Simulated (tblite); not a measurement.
Question: What does the GFN2-xTB structure of InChI=1S/C3H2F5NO/c4-2(5,1(9)10)3(6,7)8/h9H2/q+1 look like in three dimensions? (Charge +1 and doublet state.)

Answer: 
```xyz
12
C3H2F5NO angstrom
N     -1.9862   -0.5644    0.1604
C     -1.0804    0.3086   -0.1544
O     -1.0278    1.4039   -0.5808
C      0.4700   -0.4128    0.1722
F      0.5359   -1.5098   -0.5493
F      0.4772   -0.7313    1.4477
C      1.6142    0.6293   -0.2005
F      2.7598    0.0376    0.0650
F      1.5379    0.9263   -1.4772
F      1.4775    1.7109    0.5313
H     -2.9663   -0.3050    0.0307
H     -1.8106   -1.4941    0.5289
```

Any rigid rotation of these coordinates is as good. Atoms count from 1 in this order. Of the pairs four or more bonds apart, O3···F10 is among the closest relative to their van der Waals radii: 2.76 Å, 92 % of the sum of Bondi's values. All 5 C–F bonds measure 1.313 to 1.316 Å. N1 (nitrogen bonded to C and 2 H) is planar (angles 125.7°, 117.9° and 116.4°, sum 360.0°, 0.00 Å off the plane of its three neighbours). C2 (carbon bonded to C, N and O) is planar (angles 138.2°, 114.5° and 107.3°, sum 360.0°, 0.00 Å off the plane of its three neighbours).

Bonds between heavy atoms (Å): N1–C2 1.297, C2=O3 1.176, C2–C4 1.741, C4–F5 1.315, C4–F6 1.315, C4–C7 1.592, C7–F8 1.316, C7–F9 1.313, C7–F10 1.313.

The geometry is computed with GFN2-xTB (gas phase). This method treats the open shell by occupation alone, without spin polarisation.

Point group: Cs (every atom within 0.08 Å of its image). Its lowest GFN2-xTB frequency is 17i cm⁻¹, too small to tell a flat minimum from a shallow saddle. Torsions: H–N1–C2–O3 0° and 180°, N1–C2–C4–F5 58°.

One conformer stands for the species.
